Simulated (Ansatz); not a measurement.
`C[O][Al]([OH])[F]` + H–F → `[OH][Al]([F])[F]` + CH₃OH at 600 K and 1 bar (ligand exchange at the Al–O bond).

Isolated molecules relaxed with PBE0-D4/def2-TZVP in Ansatz; ΔE leaves out vibrations. CCSD(T)/CBS is the MP2 limit (def2-TZVPP, def2-QZVPP) plus CCSD(T) − MP2 in def2-TZVPP, frozen cores. This one scheme is used for every species. One conformer a species, not always the lowest.

| species | CCSD(T)/CBS energy (Eh) | H − E (kJ/mol) | S (J/(mol·K)) |
| --- | --- | --- | --- |
| `C[O][Al]([OH])[F]` | -532.79990 | 212.5 | 437.2 |
| H–F | -100.39570 | 42.3 | 194.0 |
| `[OH][Al]([F])[F]` | -517.59653 | 90.4 | 356.5 |
| CH₃OH | -115.61712 | 163.6 | 277.3 |

H − E and S are ideal-gas, rigid-rotor, harmonic terms from PBE0-D4/def2-TZVP, for one conformer and one mirror image of each species. 1 Eh = 2625.50 kJ/mol, R = 8.31446 J/(mol·K).

Question: By hand: ΔE, ΔH, ΔS and ΔG.

Answer: ΔE = (-517.59653) + (-115.61712) − (-532.79990) − (-100.39570) = -0.01805 Eh = -47.4 kJ/mol. Δ(H − E) = 90.4 + 163.6 − 212.5 − 42.3 = -0.8, so ΔH = -48.2 kJ/mol. ΔS = 356.5 + 277.3 − 437.2 − 194.0 = 2.6 J/(mol·K). ΔG = -48.2 − 600 × (2.6)/1000 = -49.8 kJ/mol.

Question: By hand: the equilibrium constant, and the temperature at which ΔG would vanish if ΔH and ΔS stayed fixed.

Answer: log₁₀ K = −ΔG/(RT ln 10) = 4.3. ΔH and −TΔS have one sign here, so there is no such temperature. One of them is within its doubt of zero, so this could turn.

The number of gas molecules stays the same, so ΔS is small and ΔH decides. A doubt of 5 kJ/mol in ΔE shifts log₁₀ K by 0.4 here. Other conformers and mirror images would add mixing entropy, several J/(mol·K) or more a flexible species. These are equilibria of isolated gas molecules and say nothing of rates. Largest T1 diagnostic: 0.013 (customary marks: 0.02 for closed shells, 0.045 for open ones).
